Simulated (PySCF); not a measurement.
Isomers of C6H8O3, one GFN2-xTB conformer each. Single-point energies are computed at PBE0/pcSseg-1 (PySCF, gas phase, no added dispersion term), electronic only.

```json
{"SMILES": "C=CO/C=C\\OC(C)=O", "GFN2-xTB relative energy (kJ/mol)": "88.7"}
{"SMILES": "CC1=COC=C(CO)O1", "GFN2-xTB relative energy (kJ/mol)": "82.3"}
{"SMILES": "C=CC(=O)COC(C)=O", "GFN2-xTB relative energy (kJ/mol)": "63.9"}
{"SMILES": "COCC1=COC(=O)C1", "GFN2-xTB relative energy (kJ/mol)": "0.0"}
```

Conformers: `[CH2:1]=[CH:2][O:3]/[CH:4]=[CH:5]\[O:6][C:7]([CH3:8])=[O:9]` with C1–C2–O3–C4 180°, C2–O3–C4–C5 180°, C4–C5–O6–C7 180°, C5–O6–C7–C8 180°; `[CH3:1][C:2]1=[CH:3][O:4][CH:5]=[C:6]([CH2:7][OH:8])[O:9]1` with C5–C6–C7–O8 -14°, C6–C7–O8–H -60°; `[CH2:1]=[CH:2][C:3](=[O:4])[CH2:5][O:6][C:7]([CH3:8])=[O:9]` with C1–C2–C3–O4 7°, C2–C3–C5–O6 174°, C3–C5–O6–C7 -70°, C5–O6–C7–C8 173°; `[CH3:1][O:2][CH2:3][C:4]1=[CH:5][O:6][C:7](=[O:8])[CH2:9]1` with C1–O2–C3–C4 180°, O2–C3–C4–C5 -122°.

What does PBE0/pcSseg-1 give for the same structures?

```
          SMILES  PBE0/pcSseg-1 E (Eh)  PBE0/pcSseg-1 (kJ/mol)  GFN2-xTB (kJ/mol)  point group
C=CC(=O)COC(C)=O            -458.54531                     0.0               63.9           C1
 COCC1=COC(=O)C1            -458.53313                    32.0                0.0           C1
C=CO/C=C\OC(C)=O            -458.50871                    96.1               88.7           Cs
 CC1=COC=C(CO)O1            -458.48886                   148.2               82.3           C1
```

GFN2-xTB puts COCC1=COC(=O)C1 lowest instead; measured from each level's own lowest isomer, the values differ by up to 65.9 kJ/mol (CC1=COC=C(CO)O1: 82.3 against 148.2). As drawn, the lowest has a C=O bond and a C(=O)–O unit, which the highest lacks; the highest has an O–H bond, which the lowest lacks.

Which frontier levels, dipoles and rotational constants go with these structures?

| SMILES | HOMO (eV, PBE0/pcSseg-1) | LUMO (eV) | dipole (D) | A, B, C (MHz) |
| --- | --- | --- | --- | --- |
| C=CC(=O)COC(C)=O | -7.60 | -1.85 | 2.71 | 4113, 897.0, 871.2 |
| COCC1=COC(=O)C1 | -7.20 | -0.53 | 5.24 | 4847, 815.5, 728.6 |
| C=CO/C=C\OC(C)=O | -6.34 | -0.22 | 1.74 | 4934, 642.5, 570.5 |
| CC1=COC=C(CO)O1 | -5.47 | 0.06 | 1.72 | 3306, 1143, 862.5 |
